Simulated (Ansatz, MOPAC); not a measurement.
Species: CCl, charge 0, multiplicity 2. SMILES: [C]Cl

Atoms: C1, Cl2. Bonds: C1-Cl2.

Bond lengths (Å) and angles (degrees) optimised at PM7 with MOPAC; MNDO with MOPAC; HF/3-21G with Ansatz (a quantum-chemistry and plane-wave program); PBE/6-31G* with Ansatz, each started from the B3LYP-D3(BJ)/def2-TZVP structure (Ansatz) of the last column. A row stands for all coordinates that are equal there. 6-31G* holds six Cartesian d functions.

```tsv
coordinate	PM7	MNDO	HF/3-21G	PBE/6-31G*	B3LYP-D3(BJ)/def2-TZVP
C1-Cl2	1.673	1.722	1.856	1.694	1.656
```

Mean signed difference of all 1 bond lengths from B3LYP-D3(BJ)/def2-TZVP: PM7 0.016 Å, MNDO 0.066 Å, HF/3-21G 0.200 Å, PBE/6-31G* 0.037 Å.
